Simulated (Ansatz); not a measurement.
Isolated molecules relaxed with PBE0-D4/def2-TZVP in Ansatz; ΔE leaves out vibrations. CBS: MP2 limit from def2 TZ/QZ plus the TZ coupled-cluster correction, frozen cores. This one scheme is used for every species. DFT in def2-TZVPP. B3LYP here is the variant with VWN-RPA as its local correlation; programs differ in this. Elements past krypton have def2 core potentials. For Te outer-core shells are correlated without core-valence functions, which leaves a few kJ/mol of doubt a bond. One conformer a species, not always the lowest.

Consider the ligand exchange at the Al–Te bond: `[CH3][Al]([CH3])[TeH]` + `BN` → `B[NH][Al]([CH3])[CH3]` + H₂Te.

```csv
level,ΔE (kcal/mol)
B3LYP,10.0
HF/def2-TZVPP,10.1
CCSD/def2-TZVPP,9.6
HF/CBS(def2),9.7
```

Task: What does CCSD(T)/CBS give? (Estimate.)

Result: The calculation gave: +11.5 kcal/mol. The listed levels differ from it by -1.5, -1.4, -1.9, -1.8 kcal/mol.

Largest T1 diagnostic among the species: 0.012.
